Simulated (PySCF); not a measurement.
C2H5ClGeO, SMILES [Cl][GeH]1[CH2]O[CH2]1.

Geometry: B3LYP-D3(BJ)/def2-SVP. This is a generated structure with no PubChem entry under its InChIKey; it may be hypothetical.

All values below come from PySCF 2.14.0 with B3LYP-D3(BJ)/def2-SVP.

Frequencies are harmonic and unscaled.

Computed harmonic wavenumbers and intensities:
```
mode  ν (cm⁻¹)  IR (km/mol)   moving atoms (share of kinetic energy)
----  --------  -----------  ---------------------------------------
1           72          8.8                 O 44 %, Cl 24 %, Ge 20 %
2          147          4.0         C 35 %, Cl 22 %, H 21 %, Ge 17 %
3          183          0.5  H 39 %, C 30 %, Ge 13 %, O 10 %, Cl 9 %
4          369         15.4         Cl 44 %, C 21 %, O 15 %, Ge 14 %
5          441         50.6         Ge 43 %, Cl 27 %, C 14 %, O 12 %
6          538          4.5                           H 76 %, C 23 %
7          580         31.9                  C 45 %, H 39 %, Ge 16 %
8          665         23.1                           H 80 %, C 12 %
9          724         60.4                   H 39 %, C 36 %, O 24 %
10         777          9.1                           H 81 %, C 18 %
11         830         25.7                           H 71 %, C 21 %
12         934         27.8                   C 60 %, O 27 %, H 13 %
13        1051         91.2                    C 51 %, O 40 %, H 9 %
14        1167          4.8                            H 91 %, C 9 %
15        1181          5.6                           H 83 %, O 10 %
16        1213         10.4                   H 70 %, C 17 %, O 14 %
17        1236          5.7                           H 72 %, C 25 %
18        1453          0.1                                   H 93 %
19        1480          0.8                            H 91 %, C 8 %
20        2108        148.6                                   H 99 %
21        3015         50.7                                   H 95 %
22        3022         22.5                                   H 94 %
23        3105         10.7                            H 91 %, C 9 %
24        3106         22.4                           H 90 %, C 10 %
```
